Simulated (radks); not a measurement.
Question: Species: Lu XXXIII. Configuration: [Kr] 4d3 (the NIST ground configuration). Method: scalar-relativistic Kohn-Sham, exchange-only LDA, spin-polarised, spherical densities, point nucleus; open shells are filled with parallel spins first (spin-orbit coupling, left out, can overturn this in heavy ions); computed with a radial shooting solver on a logarithmic mesh with Libxc functionals. Some entries of the table are withheld. Estimate them.

| orbital | occ. | eigenvalue (eV) | <r^2> (bohr^2) |
|---|---|---|---|
| 1s up | 1 | -64438.47 | 0.0005126 |
| 1s down | 1 | -64438.34 | 0.0005126 |
| 2s up | 1 | -12011.48 | 0.007923 |
| 2s down | 1 | -12008.46 | 0.007922 |
| 2p up | 3 | -10721.05 | 0.006494 |
| 2p down | 3 | -10718.53 | 0.006493 |
| 3s up | 1 | -3661.840 | 0.05094 |
| 3s down | 1 | -3659.678 | 0.05089 |
| 3p up | 3 | -3274.285 | 0.05124 |
| 3p down | 3 | -3271.997 | 0.05117 |
| 3d up | 5 | -2815.816 | 0.04222 |
| 3d down | 5 | -2812.978 | 0.04218 |
| 4s up | 1 | -1580.457 | 0.2144 |
| 4s down | 1 | -1572.352 | 0.2145 |
| 4p up | 3 | -1439.081 | 0.2295 |
| 4p down | 3 | -1431.064 | 0.2297 |
| 4d up | 3 | (1) | (2) |
| 4d down | 0 | (3) | (4) |

Answer: 
(1) 4d up eigenvalue (eV): -1262.831
(2) 4d up <r^2> (bohr^2): 0.2342
(3) 4d down eigenvalue (eV): -1254.846
(4) 4d down <r^2> (bohr^2): 0.2346
